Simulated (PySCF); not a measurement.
cyclopentadiene (C5H6), singlet, at a GFN2-xTB geometry; DF-M062X/6-31G** (PySCF).

The PySCF input:
```python
from pyscf import gto, scf, dft

mol = gto.Mole()
mol.atom = '''
    C    -0.95598982    0.74046675   -0.18042087
    C     0.31928344    1.14654821   -0.13970851
    C     1.20795229   -0.02950479    0.09797824
    C     0.23662075   -1.16012643    0.18479847
    C    -1.00734246   -0.69251146    0.02117299
    H    -1.82488021    1.35495894   -0.33600955
    H     0.69211177    2.14781454   -0.25441902
    H     1.78839080    0.07895790    1.01681441
    H     1.92285294   -0.16960675   -0.71579165
    H     0.53709637   -2.17783852    0.35412135
    H    -1.91871680   -1.26351985    0.03236258
'''
mol.basis = '6-31g**'
mol.verbose = 4
mol.build()

mf = dft.RKS(mol)
mf.xc = 'm062x'
mf = mf.density_fit(auxbasis='def2-universal-jkfit')
mf.kernel()
```

Question: Write the output that PySCF gives for this input, abridged.

Answer: 
```
PySCF version 2.14.0

[INPUT] verbose = 4
[INPUT] num. atoms = 11
[INPUT] num. electrons = 36
[INPUT] charge = 0
[INPUT] spin (= nelec alpha-beta = 2S) = 0
[INPUT] symmetry False subgroup None
[INPUT] Mole.unit = angstrom
[INPUT] Symbol           X                Y                Z      unit          X                Y                Z       unit  Magmom
[INPUT]  1 C     -0.955989820000   0.740466750000  -0.180420870000 AA   -1.806558937672   1.399279361847  -0.340946031456 Bohr   0.0
[INPUT]  2 C      0.319283440000   1.146548210000  -0.139708510000 AA    0.603358257709   2.166662105510  -0.264010821171 Bohr   0.0
[INPUT]  3 C      1.207952290000  -0.029504790000   0.097978240000 AA    2.282698999641  -0.055755972463   0.185152039767 Bohr   0.0
[INPUT]  4 C      0.236620750000  -1.160126430000   0.184798470000 AA    0.447148412889  -2.192321222569   0.349218496539 Bohr   0.0
[INPUT]  5 C     -1.007342460000  -0.692511460000   0.021172990000 AA   -1.903601363046  -1.308656997523   0.040011152338 Bohr   0.0
[INPUT]  6 H     -1.824880210000   1.354958940000  -0.336009550000 AA   -3.448523807039   2.560501306631  -0.634966024738 Bohr   0.0
[INPUT]  7 H      0.692111770000   2.147814540000  -0.254419020000 AA    1.307901692888   4.058781246959  -0.480782268680 Bohr   0.0
[INPUT]  8 H      1.788390800000   0.078957900000   1.016814410000 AA    3.379568815692   0.149208806371   1.921500754411 Bohr   0.0
[INPUT]  9 H      1.922852940000  -0.169606750000  -0.715791650000 AA    3.633665434415  -0.320510306378  -1.352650180751 Bohr   0.0
[INPUT] 10 H      0.537096370000  -2.177838520000   0.354121350000 AA    1.014965041798  -4.115518346328   0.669192366361 Bohr   0.0
[INPUT] 11 H     -1.918716800000  -1.263519850000   0.032362580000 AA   -3.625849262602  -2.387706469452   0.061156412884 Bohr   0.0

nuclear repulsion = 157.907728619325
number of shells = 48
number of NR pGTOs = 177
number of NR cGTOs = 100
basis = 6-31g**
ecp = {}

******** <class 'pyscf.df.df_jk.DFRKS'> ********
method = DFRKS
initial guess = minao
damping factor = 0
level_shift factor = 0
DIIS = <class 'pyscf.scf.diis.CDIIS'>
diis_start_cycle = 1
diis_space = 8
diis_damp = 0
SCF conv_tol = 1e-09
SCF conv_tol_grad = None
SCF max_cycles = 50
direct_scf = False
XC library pyscf.dft.libxc version 7.1.2
    S. Lehtola, C. Steigemann, M. J. T. Oliveira, and M. A. L. Marques,  SoftwareX 7, 1–5 (2018)
XC functionals = m062x
    Y. Zhao and D. G. Truhlar,  Theor. Chem. Acc. 120, 215 (2008)
    Y. Zhao and D. G. Truhlar,  Theor. Chem. Acc. 120, 215 (2008)
radial grids:
    Treutler-Ahlrichs [JCP 102, 346 (1995); DOI:10.1063/1.469408] (M4) radial grids

becke partition: Becke, JCP 88, 2547 (1988); DOI:10.1063/1.454033
pruning grids: <function nwchem_prune>
grids dens level: 3
symmetrized grids: False
atomic radii adjust function: <function treutler_atomic_radii_adjust>
small_rho_cutoff = 0
Set gradient conv threshold to 3.16228e-05
Initial guess from minao.
tot grids = 129440
******** <class 'pyscf.df.df.DF'> ********
auxbasis = def2-universal-jkfit
init E= -195.055280942757
  HOMO = -0.255118807148442  LUMO = -0.069307733071089  gap/eV = 5.05618
cycle= 1 E= -193.982863198315  delta_E= 1.07  |g|= 0.293  |ddm|= 3.11
  HOMO = -0.222022384022353  LUMO = 0.0627340185341714  gap/eV = 7.74862
cycle= 2 E= -193.997179245827  delta_E= -0.0143  |g|= 0.213  |ddm|= 0.531
  HOMO = -0.268336683518563  LUMO = 0.0260568173683242  gap/eV = 8.01086
cycle= 3 E= -194.008934013723  delta_E= -0.0118  |g|= 0.0318  |ddm|= 0.273
  HOMO = -0.26600221737776  LUMO = 0.0292799027962882  gap/eV = 8.03504
cycle= 4 E= -194.009139264126  delta_E= -0.000205  |g|= 0.0182  |ddm|= 0.0436
  HOMO = -0.265102511314144  LUMO = 0.029966068181789  gap/eV = 8.02923
cycle= 5 E= -194.009222193534  delta_E= -8.29e-05  |g|= 0.00335  |ddm|= 0.0196
  HOMO = -0.26505081703721  LUMO = 0.0300033192908251  gap/eV = 8.02883
cycle= 6 E= -194.009225513287  delta_E= -3.32e-06  |g|= 0.000447  |ddm|= 0.00416
  HOMO = -0.26507205150221  LUMO = 0.0300220936816999  gap/eV = 8.02992
cycle= 7 E= -194.00922562896  delta_E= -1.16e-07  |g|= 0.000216  |ddm|= 0.000994
  HOMO = -0.265068937768192  LUMO = 0.0300293268331226  gap/eV = 8.03003
cycle= 8 E= -194.009225646867  delta_E= -1.79e-08  |g|= 4.92e-05  |ddm|= 0.000269
  HOMO = -0.265072561388283  LUMO = 0.0300319461406002  gap/eV = 8.03020
cycle= 9 E= -194.009225648654  delta_E= -1.79e-09  |g|= 4.57e-06  |ddm|= 0.000134
  HOMO = -0.265073547786622  LUMO = 0.0300314423373136  gap/eV = 8.03022
cycle= 10 E= -194.009225648673  delta_E= -1.93e-11  |g|= 1.57e-06  |ddm|= 1.4e-05
  HOMO = -0.265073583019729  LUMO = 0.0300314838531204  gap/eV = 8.03022
Extra cycle  E= -194.00922564867  delta_E= 2.61e-12  |g|= 1.95e-06  |ddm|= 3.27e-06
converged SCF energy = -194.00922564867
```
